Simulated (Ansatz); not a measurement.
Geometry optimisation, RKS PBE0-D4/6-31G* (Ansatz 0.2.0).

The input (input.yaml):

```yaml
crystal:
  periodic: [false, false, false]
  atoms:
    - { symbol: C, position_ang: [-1.7596, -1.1279, -0.2662] }
    - { symbol: Si, position_ang: [0.0293, -1.1316, -0.08] }
    - { symbol: F, position_ang: [0.3032, -1.3319, 1.4716] }
    - { symbol: C, position_ang: [0.9303, 0.4268, -0.6744] }
    - { symbol: Si, position_ang: [1.2492, 1.6935, 0.5755] }
    - { symbol: S, position_ang: [1.211, 0.656, -2.2792] }
    - { symbol: H, position_ang: [-2.2395, -1.9952, 0.1147] }
    - { symbol: H, position_ang: [-2.2038, -0.2189, 0.2552] }
    - { symbol: H, position_ang: [-2.086, -0.9727, -1.289] }
    - { symbol: H, position_ang: [0.562, -2.3301, -0.7535] }
    - { symbol: H, position_ang: [0.0714, 1.9394, 1.506] }
    - { symbol: H, position_ang: [1.5995, 3.029, 0.011] }
    - { symbol: H, position_ang: [2.0099, 0.45569, -0.52702] }
basis:
  gaussian: { orbitals: "6-31G*" }
hamiltonian:
  xc: pbe0
  dispersion: d4
relax:
  f_tol: 0.02
  max_steps: 50
output:
  orbitals: {}
```

Launched with:

```bash
$ ansatz run input.yaml --threads 2 --pin off --max-ram 3072MiB --backend cpu --events-out ev --progress --plain --runs-dir out
```

Where does it end, and by what steps?

The run converged. After 14 steps the energy has fallen by 1.703 eV; H11 moved furthest, 1.45 Å.

| step | energy less start (eV) | largest force component (eV/Å) | accepted |
| --- | --- | --- | --- |
| 0 | 0.0000 | 4.133 | yes |
| 1 | -0.8873 | 2.155 | yes |
| 2 | -1.2745 | 1.052 | yes |
| 3 | -1.3807 | 1.174 | yes |
| 4 | -1.5031 | 0.471 | yes |
| 5 | -1.5686 | 0.808 | yes |
| 6 | -1.6271 | 0.863 | yes |
| 7 | -1.6462 | 0.467 | yes |
| 8 | -1.6803 | 0.542 | yes |
| 9 | -1.6802 | 0.286 | no |
| 10 | -1.6953 | 0.290 | yes |
| 11 | -1.6993 | 0.179 | yes |
| 12 | -1.7027 | 0.064 | yes |
| 13 | -1.7033 | 0.031 | yes |
| 14 | -1.7035 | 0.019 | yes |

```xyz
13
Properties=species:S:1:pos:R:3
C -1.814 -1.148 -0.473
Si -0.020 -1.138 0.011
F 0.105 -1.147 1.631
C 0.785 0.446 -0.623
Si 0.844 1.932 0.522
S 0.753 0.530 -2.335
H -2.324 -2.033 -0.079
H -2.322 -0.258 -0.086
H -1.904 -1.148 -1.563
H 0.756 -2.295 -0.499
H 1.440 1.613 1.853
H 1.498 3.134 -0.076
H 1.880 0.604 -0.220
```

The run took 29 s on 2 threads of AMD EPYC 9R45 96-Core Processor (Zen 5) (shared host), peak memory 0.32 GiB.
